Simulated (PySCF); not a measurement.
# Computed records: C$_{2}$H$_{6}$BGe

All values are calculated (PySCF 2.14.0). Calculation on a computer-drawn molecule: the log of a Hartree-Fock and frozen-core CCSD(T) single point meant for a local Hartree-Fock minimum, with one planted fault or none, to be diagnosed. Offsets are logged minus clean, where the clean run is the same molecule without the fault. The reference is restricted for singlets and unrestricted otherwise, and also for a bond in bohr or an excited solution. Adding or removing an electron swaps singlet and doublet. The excited solution moves the top pair (singlet) or top alpha electron (doublet) to the lowest empty orbital. Highest occupied and lowest empty are orbital energies over both spins, largest force is the largest gradient component, triples share is (T) over the correlation energy, the T1 limit is 0.02 restricted and 0.045 unrestricted, electrons count all cores, a negative frequency is imaginary (commonest isotopes), and the dipole is about the centre of nuclear charge; on germanium a core potential holds 10 electrons, which the energies leave out, and 3d is frozen in MP2 and coupled-cluster steps.

```yaml
- formula: C2H6BGe
  logged_structure:
    atoms_angstrom:
      - [B, -3.6437, -0.4517, 0.7465]
      - [C, -2.4701, 0.3101, 1.0308]
      - [Ge, -0.8411, 0.0331, -0.1296]
      - [C, 0.7161, -0.6055, 0.9736]
      - [H, -4.6147, -1.1317, 0.4535]
      - [H, -2.3836, 1.0608, 1.8652]
      - [H, -1.1983, -1.0387, -1.2591]
      - [H, -0.4267, 1.3918, -0.8527]
      - [H, 1.7841, -0.3632, 0.7048]
      - [H, 0.5726, -1.2733, 1.8704]
  given:
    meant_charge: 0
    meant_multiplicity: 2
    meant_basis: cc-pVDZ
    meant_basis_and_core_potential_on_germanium: "cc-pVDZ-PP ECP10MDF"
    logged_electrons: 55
    logged_basis_functions: 95
    logged_SCF_converged: "yes"
    logged_spin_squared: 0.7664
    "logged_highest_occupied [eV]": -8.8102
    "logged_lowest_empty [eV]": 2.1009
    "logged_largest_force [hartree/bohr]": 0.025688
    logged_T1_diagnostic: 0.01473
    logged_D1_diagnostic: 0.042881
    logged_triples_share: 0.033605
    logged_CC_converged: "yes"
    "logged_dipole_magnitude [debye]": 1.039
    logged_SCF_stable_within_its_kind: "yes"
    "logged_energy_HF [hartree]": -397.17415
    "logged_energy_CCSD(T) [hartree]": -397.67221
    possible_faults: "no fault, one electron removed, one electron added, multiplicity raised by two, geometry at a saddle point, SCF held on an excited solution, minimal basis STO-3G, one bond length entered in bohr, all coordinates scaled"
    drawn_bonds_atom: [1, 2, 3, 1, 2, 3, 3, 4, 4]
    drawn_bonds_other_atom: [2, 3, 4, 5, 6, 7, 8, 9, 10]
    drawn_bonds_order: [2, 1, 1, 1, 1, 1, 1, 1, 1]
  results:
    planted_fault: "all coordinates scaled, by +3.8 %"
    "HF_energy_offset_from_clean_run [kcal/mol]": 7.937
    "CCSD(T)_energy_offset_from_clean_run [kcal/mol]": 3.342
```
